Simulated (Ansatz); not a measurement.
Computed with Ansatz on PBE0-D4/def2-TZVP structures; ΔE is electronic, products minus reactants. CBS: MP2 limit from def2 TZ/QZ plus the TZ coupled-cluster correction, frozen cores. Functionals use def2-TZVPP. One conformer a species, not always the lowest.

Consider the redistribution: `[SiH3]NBS` + `CCOBO` → `CCOBS` + `OBN[SiH3]`.

```json
{"level": "PBE0-D4", "ΔE (kcal/mol)": "2.1"}
{"level": "ωB97M-V", "ΔE (kcal/mol)": "1.9"}
{"level": "r2SCAN", "ΔE (kcal/mol)": "1.9"}
{"level": "CCSD(T)/def2-TZVPP", "ΔE (kcal/mol)": "2.1"}
{"level": "HF/def2-QZVPP", "ΔE (kcal/mol)": "1.9"}
{"level": "HF/CBS(def2)", "ΔE (kcal/mol)": "1.9"}
{"level": "MP2/CBS(def2)", "ΔE (kcal/mol)": "1.9"}
{"level": "CCSD/CBS(def2)", "ΔE (kcal/mol)": "1.9"}
```

Task: What does CCSD(T)/CBS give? (Best estimate.)

Result: Ansatz gave: +1.9 kcal/mol. The listed levels differ from it by 0.2, 0.0, 0.0, 0.2, 0.0, 0.0, 0.0, 0.0 kcal/mol.

Largest T1 diagnostic among the species: 0.013.
